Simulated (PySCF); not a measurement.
## Ionising BeGe

r²SCAN; PySCF, no relativity, basis sets Be 6-31G(d,p), Ge 6-31G(d,p). Neutral (UKS): triplet (π ↑↑), Re = 2.167 Å, ωe = 522 cm⁻¹, De = 1.76 eV, HOMO -4.99 eV, LUMO -3.72 eV.

BeGe⁺ (UKS): doublet (π ↑), Re = 2.347 Å, ωe = 409 cm⁻¹, De = 2.23 eV to Be + Ge⁺. The energies at the minima are -2091.32790 hartree for BeGe and -2091.04728 for BeGe⁺.

**Question.** Work out the adiabatic ionisation energy, without and with harmonic zero-point energies (1 hartree = 27.2114 eV, 1 eV = 8065.5 cm⁻¹), and the change of the bond length.

**Answer.** At r²SCAN: 0.28062 hartree = 7.636 eV between the minima; the zero-point term (409.0 − 522.0)/2 cm⁻¹ = -0.007 eV makes it 7.629 eV. Re changes by +18.0 pm against the neutral. The electron leaves a π orbital, and the longer bond of the ion fits a bonding orbital, or a change in how ionic the bond is.

Spin–orbit coupling is left out. For an ion De counts to the pair picked by the measured ionisation energies or electron affinities, which need not be the lowest pair at this level. States were picked by a PBE0 search and need not be the measured ground states.
